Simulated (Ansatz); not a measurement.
Program: Ansatz. Geometries: PBE0-D4/def2-TZVP. ΔE: electronic, gas phase. CCSD(T)/CBS is the MP2 limit (def2-TZVPP, def2-QZVPP) plus CCSD(T) − MP2 in def2-TZVPP, frozen cores. DFT in def2-TZVPP. def2 core potentials past Kr. For Ta outer-core shells are correlated without core-valence functions, which leaves a few kJ/mol of doubt a bond. One conformer a species, not always the lowest.

`[O]=[Ta]([OH])([OH])[Cl]` + `CBC=O` → `[CH3][Ta](=[O])([OH])[OH]` + `O=CBCl`  (redistribution)

Question: Is it downhill or uphill in electronic energy at CCSD(T)/CBS, and by how much? (Best estimate.)

Answer: Computed: Uphill: ΔE = +58.0 kJ/mol.

Question: What do these levels give: PBE0-D4, PBE, BLYP, r2SCAN, r2SCAN0, SCS-MP2/def2-TZVPP? (Estimate.)

Answer: Ansatz gave: PBE0-D4 62.7, PBE 60.3, BLYP 61.8, r2SCAN 67.5, r2SCAN0 66.8, SCS-MP2/def2-TZVPP 61.2 kJ/mol.

Largest T1 diagnostic among the species: 0.020.

Leaving LDA and LC-ωPBE aside and taking each functional with its dispersion term where it has one, the values, not all of them listed here, spread over 12.0 kJ/mol, from PBE-D4 to B97M-V. In def2-TZVPP, CCSD(T) changes the Hartree–Fock value by −16.6 kJ/mol (the triples alone add −0.7 kJ/mol) and MP2 by −9.9 kJ/mol. At CCSD(T), def2-SVP lies −10.9 kJ/mol from the extrapolated value and def2-TZVPP −3.0 kJ/mol.
